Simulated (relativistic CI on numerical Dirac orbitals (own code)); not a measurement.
# Ru⁵⁺ (4d3) in a crystal field

Calculated by Dirac-Coulomb-Breit CI, KLI orbitals optimised for each configuration, a model potential for QED, valence Slater integrals scaled by 0.65, one configuration in a parametric crystal field (own radial code).

Field parameters in Wybourne normalisation: D3d B²₀ = −7Dσ, B⁴₀ = −14Dq − 21Dτ, B⁴₃ = −14√(10/7) Dq; D4h B²₀ = −7Ds, B⁴₀ = 21(Dq − Dt), B⁴₄ = 21√(5/14) Dq; Oh B⁴₀ = 21Dq, B⁴₄ = √(5/14) B⁴₀; Td as Oh with Dq negative (B⁴₀ = 21Dq, B⁴₄ = √(5/14) B⁴₀). The field is a parameter set, without covalency.

S and J are read from ⟨S²⟩ = S(S + 1) and ⟨J²⟩ = J(J + 1) of each level; they are not fictitious spins.

D4h, 10Dq = 30550, Ds = -1330, Dt = 1180 cm⁻¹, the lowest 16 levels:

| E (cm⁻¹) | Degeneracy | Irrep | S | J |
| --- | --- | --- | --- | --- |
| 0.0 | 2 | Γ6 | 1.48 | 3.35 |
| 54.5 | 2 | Γ7 | 1.49 | 3.32 |
| 5997 | 2 | Γ6 | 0.55 | 3.65 |
| 7489 | 2 | Γ7 | 0.52 | 3.97 |
| 12642 | 2 | Γ7 | 0.54 | 4.00 |
| 12874 | 2 | Γ6 | 0.56 | 3.79 |
| 13561 | 2 | Γ6 | 0.53 | 3.87 |
| 19630 | 2 | Γ7 | 1.21 | 3.40 |
| 20347 | 2 | Γ7 | 1.47 | 3.30 |
| 20733 | 2 | Γ6 | 1.47 | 3.51 |
| 20990 | 2 | Γ6 | 1.45 | 3.58 |
| 21235 | 2 | Γ7 | 0.98 | 3.58 |
| 24460 | 2 | Γ6 | 0.61 | 4.01 |
| 25853 | 2 | Γ7 | 0.64 | 3.71 |
| 26911 | 2 | Γ6 | 0.81 | 3.48 |
| 27822 | 2 | Γ7 | 1.45 | 2.42 |

Principal g values of the ground doublet: 0.03, 0.03, 5.49.

Oh, 10Dq = 19350 cm⁻¹, the lowest 16 levels:

| E (cm⁻¹) | Degeneracy | Irrep | S | J |
| --- | --- | --- | --- | --- |
| 0.0 | 4 | Γ8 | 1.49 | 3.30 |
| 12430 | 4 | Γ8 | 0.58 | 3.92 |
| 12968 | 4 | Γ8 | 0.52 | 3.97 |
| 13529 | 2 | Γ6 | 0.54 | 3.61 |
| 18734 | 2 | Γ7 | 1.39 | 3.16 |
| 18795 | 4 | Γ8 | 1.26 | 3.45 |
| 19980 | 4 | Γ8 | 1.45 | 3.31 |
| 20091 | 2 | Γ6 | 1.48 | 3.61 |
| 20427 | 2 | Γ7 | 0.76 | 3.75 |
| 20668 | 4 | Γ8 | 0.90 | 3.59 |
| 26108 | 2 | Γ6 | 1.43 | 2.77 |
| 26587 | 4 | Γ8 | 1.47 | 2.89 |
| 26637 | 2 | Γ7 | 1.44 | 2.92 |
| 26686 | 4 | Γ8 | 1.48 | 3.07 |
| 30407 | 2 | Γ6 | 0.63 | 4.16 |
| 31946 | 2 | Γ6 | 0.52 | 4.13 |

D4h, 10Dq = 26750, Ds = 2050, Dt = 440 cm⁻¹, the lowest 10 levels:

| E (cm⁻¹) | Degeneracy | Irrep | S | J |
| --- | --- | --- | --- | --- |
| 0.0 | 2 | Γ7 | 1.49 | 3.33 |
| 13.4 | 2 | Γ6 | 1.49 | 3.35 |
| 11017 | 2 | Γ7 | 0.53 | 3.94 |
| 11975 | 2 | Γ6 | 0.53 | 3.65 |
| 12849 | 2 | Γ7 | 0.53 | 3.85 |
| 12972 | 2 | Γ6 | 0.53 | 3.82 |
| 13355 | 2 | Γ6 | 0.53 | 4.14 |
| 19549 | 2 | Γ7 | 0.93 | 3.55 |
| 21104 | 2 | Γ7 | 1.44 | 3.08 |
| 21159 | 2 | Γ6 | 0.93 | 3.39 |

Principal g values of the ground doublet: 1.83, 3.63, 3.63.

D3d, 10Dq = 17750, Dσ = -90, Dτ = 90 cm⁻¹, the lowest 16 levels:

```csv
E (cm⁻¹),Degeneracy,Irrep,S,J
0.0,2,Γ4,1.49,3.29
11.3,2,Γ5+Γ6,1.49,3.29
12203,2,Γ5+Γ6,0.61,3.92
12394,2,Γ4,0.61,3.88
12887,2,Γ5+Γ6,0.53,3.97
12958,2,Γ4,0.53,3.99
13483,2,Γ4,0.55,3.61
17602,2,Γ4,1.46,3.11
17774,2,Γ4,1.37,3.41
17822,2,Γ5+Γ6,1.40,3.42
18767,2,Γ5+Γ6,1.44,3.30
18785,2,Γ4,1.45,3.42
18969,2,Γ4,1.46,3.52
20078,2,Γ4,0.72,3.68
20181,2,Γ4,0.72,3.67
20411,2,Γ5+Γ6,0.71,3.65
```

Principal g values of the ground doublet: 1.79, 3.54, 3.54.

Td, 10Dq = -17450 cm⁻¹, the lowest 16 levels:

| E (cm⁻¹) | Degeneracy | Irrep | S | J |
| --- | --- | --- | --- | --- |
| 0.0 | 4 | Γ8 | 0.70 | 3.73 |
| 4619 | 2 | Γ7 | 1.50 | 2.82 |
| 5100 | 4 | Γ8 | 1.40 | 2.90 |
| 6018 | 4 | Γ8 | 1.47 | 3.56 |
| 6882 | 2 | Γ6 | 1.49 | 4.06 |
| 15823 | 2 | Γ6 | 0.54 | 4.60 |
| 16178 | 4 | Γ8 | 0.62 | 4.04 |
| 16301 | 2 | Γ7 | 0.60 | 3.56 |
| 16959 | 4 | Γ8 | 0.63 | 4.21 |
| 19822 | 2 | Γ6 | 0.59 | 2.58 |
| 20867 | 4 | Γ8 | 0.64 | 3.04 |
| 21528 | 2 | Γ7 | 1.45 | 3.25 |
| 22224 | 4 | Γ8 | 1.43 | 3.80 |
| 22291 | 4 | Γ8 | 1.39 | 3.50 |
| 22352 | 2 | Γ6 | 1.45 | 3.74 |
| 29016 | 4 | Γ8 | 0.79 | 3.68 |

The free-ion ground term has S = 3/2. The field overcomes the spin-pairing energy for Td, 10Dq = -17450 cm⁻¹, where the ground state has lower spin; these fields are assumed values.

Levels of this model without a field, named by their leading LS term (the scale mimics covalency, so terms lie below those of the real free ion): 4F_3/2 0, 4F_5/2 1473, 4F_7/2 3175, 4F_9/2 4930, 4P_3/2 10954, 4P_1/2 11252, 2G_7/2 12834, 2G_9/2 13459 cm⁻¹.
